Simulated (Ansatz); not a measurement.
Ansatz (an electronic-structure program) input for C₂H₄F₂OSi, SMILES FC1(F)OC[SiH2]1, CAM-B3LYP/def2-SVPD. Geometry optimised at B3LYP-D3(BJ)/def2-SVP. The structure was generated by enumeration, and PubChem lists no compound with its InChIKey, so it may never have been made.

Ansatz 0.2 input:
```yaml
crystal:
  periodic: [false, false, false]
  atoms:
    - {symbol: F, position_ang: [0.20493989, -1.43271686, -1.08238161]}
    - {symbol: C, position_ang: [0.03470903, -0.63533406, -0.00000000]}
    - {symbol: F, position_ang: [0.20493986, -1.43271687, 1.08238161]}
    - {symbol: O, position_ang: [-1.24202141, -0.09251214, -0.00000001]}
    - {symbol: C, position_ang: [-1.03858234, 1.34968773, -0.00000001]}
    - {symbol: Si, position_ang: [0.86103356, 1.11613855, 0.00000001]}
    - {symbol: H, position_ang: [-1.49374776, 1.80008675, -0.89634831]}
    - {symbol: H, position_ang: [-1.49374778, 1.80008676, 0.89634829]}
    - {symbol: H, position_ang: [1.60175956, 1.50838277, -1.22779745]}
    - {symbol: H, position_ang: [1.60175953, 1.50838277, 1.22779748]}
basis:
  gaussian:
    orbitals: def2-SVPD
hamiltonian:
  xc: {name: CAM-B3LYP}
```

Output:

```
Functional definition: CAM-B3LYP
integrals: 0.12 GiB planned
1386 factors; their error is unknown
integrals: 0.15 GiB planned
564 factors; integrals over basis functions are off by at most 2.4e-5 eV
mean field: 1.12 GiB planned
mean field evaluation 1: about -17480.2366 eV, gradient 4.9e1 eV
mean field evaluation 2: about -17478.5655 eV, gradient 6.0e1 eV
mean field evaluation 4: about -17484.4855 eV, gradient 2.8e0 eV
mean field evaluation 8: about -17484.4998 eV, gradient 2.7e-2 eV
mean field evaluation 16: about -17484.5416 eV, gradient 4.5e-5 eV
mean field -17484.54161838 eV, -642.5450530274 hartree, gradient 4.5e-5 eV, S^2 0.000000; 0 other end points of the search recorded, 0 dependent functions left out
reference -17484.54175837 eV, -642.5450581722 hartree; 28, 28 occupied and 137, 137 virtual orbitals, 1386 factors
Total energy: -17484.54175837 eV, -642.5450581722 hartree
```

The calculation finished and met its thresholds.

Cost: about 12 core-seconds (a rough figure).
